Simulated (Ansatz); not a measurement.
```xyz
2

K     0.0477    0.0076   -1.2663
Cl    0.0332   -0.0355    1.3894
```

Basis set: def2-TZVP (spherical functions). Correlated methods keep 10 orbitals frozen. Charge 0, multiplicity 1.

Computed with Ansatz (development build ahead of 0.2.0); each method stands on the lowest determinant of its kind that the runs found. Restricted open shells among the atoms or ions are ROHF, correlated in semicanonical orbitals with singles.

The atomization energy at this shape (free ground-state atoms in the same class of orbitals less the molecule, no zero-point energy) of singlet KCl:

| method | atomization energy |
| --- | --- |
| RHF | 3.32 eV |

Question: What does RHF-MP2 give?

Answer: 4.20 eV.
